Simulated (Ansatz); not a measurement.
Geometry optimisation, RKS BLYP-D4/def2-SVP in Ansatz.

The input (input.yaml):

```yaml
crystal:
  periodic: [false, false, false]
  atoms:
    - { symbol: C, position_ang: [-1.2565, 0.3523, 1.4307] }
    - { symbol: Si, position_ang: [-0.559, -0.878, 0.2751] }
    - { symbol: C, position_ang: [1.0731, -0.28, -0.3529] }
    - { symbol: As, position_ang: [0.9456, 1.345, -1.4442] }
    - { symbol: H, position_ang: [-0.6155, 0.5721, 2.2526] }
    - { symbol: H, position_ang: [-1.4677, 1.3604, 0.8639] }
    - { symbol: H, position_ang: [-2.2496, 0.0244, 1.8052] }
    - { symbol: H, position_ang: [-1.4135, -1.0842, -0.8738] }
    - { symbol: H, position_ang: [-0.371, -2.1183, 1.0534] }
    - { symbol: H, position_ang: [1.7595, -0.0459, 0.5513] }
    - { symbol: H, position_ang: [1.5674, -1.0795, -0.9272] }
    - { symbol: H, position_ang: [2.3565, 1.2592, -1.9622] }
    - { symbol: H, position_ang: [0.2511, 0.5376, -2.6571] }
basis:
  gaussian: { orbitals: def2-SVP }
hamiltonian:
  xc: blyp
  dispersion: d4
relax:
  f_tol: 0.015
  max_steps: 40
```

Command:

```bash
$ ansatz run input.yaml --threads 2 --pin off --max-ram 3072MiB --backend cpu --events-out ev --progress --plain --runs-dir out
```

**Question.** Where does it end, and by what steps?

**Answer.** The forces met the threshold. The force dipped under the threshold on the way, but the program's further checks kept it going. After 12 steps the energy has fallen by 0.376 eV; H13 moved furthest, 0.40 Å.

```tsv
step	energy less start (eV)	largest force component (eV/Å)	accepted
0	0.0000	2.118	yes
1	-0.3205	0.903	yes
2	-0.2811	0.550	no
3	-0.3706	0.126	yes
4	-0.3704	0.106	no
5	-0.3733	0.028	yes
6	-0.3743	0.010	yes
7	-0.3748	0.054	yes
8	-0.3750	0.033	yes
9	-0.3755	0.032	yes
10	-0.3756	0.042	yes
11	-0.3757	0.035	yes
12	-0.3758	0.012	yes
```

```xyz
13
Properties=species:S:1:pos:R:3
C -1.346 0.417 1.381
Si -0.525 -0.928 0.324
C 1.159 -0.343 -0.338
As 1.065 1.419 -1.336
H -0.703 0.689 2.244
H -1.525 1.337 0.789
H -2.322 0.071 1.779
H -1.412 -1.274 -0.840
H -0.328 -2.173 1.145
H 1.853 -0.180 0.513
H 1.603 -1.123 -0.987
H 2.337 1.175 -2.185
H 0.163 0.879 -2.473
```

The run took 37 s on 2 threads of Arm Neoverse V1 (shared host), peak memory 0.17 GiB.
